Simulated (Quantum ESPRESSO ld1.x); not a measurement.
The zirconium ion Zr4+, configuration [Kr]. Method: non-relativistic Kohn-Sham, exchange-only LDA, spin-polarised, spherical densities, point nucleus; relativity is left out, which matters for an element this heavy; computed with ld1.x of Quantum ESPRESSO 7.5.

Unscreened Slater integrals over Kohn-Sham orbitals (cm^-1). They are taken over the spin-up orbitals. Empty in this configuration: 4d.

F0(4p,4p): 148870
F2(4p,4p): 78690
F0(4p,4s): 155120
G1(4p,4s): 105870
F0(4p,3d): 192640
F2(4p,3d): 44100
G1(4p,3d): 14359
G3(4p,3d): 13775
F0(4p,3p): 191840
F2(4p,3p): 45302
G0(4p,3p): 11555
G2(4p,3p): 13699
F0(4p,4d): 129260
F2(4p,4d): 64453
G1(4p,4d): 80386
G3(4p,4d): 49342
F0(4s,4s): 162360
F0(4s,3d): 207130
G2(4s,3d): 16779
F0(4s,3p): 206230
G1(4s,3p): 16061
F0(4s,4d): 133120
G2(4s,4d): 58502
F0(3d,3d): 443470
F2(3d,3d): 217240
F4(3d,3d): 137730
F0(3d,3p): 429970
F2(3d,3p): 207320
G1(3d,3p): 243360
G3(3d,3p): 153920
F0(3d,4d): 155390
F2(3d,4d): 28235
F4(3d,4d): 12190
G0(3d,4d): 9431.0
G2(3d,4d): 10445
G4(3d,4d): 7815.0
F0(3p,3p): 422990
F2(3p,3p): 212990
F0(3p,4d): 154400
F2(3p,4d): 27756
G1(3p,4d): 6466.8
G3(3p,4d): 6228.8
F0(4d,4d): 116110
F2(4d,4d): 59652
F4(4d,4d): 39411
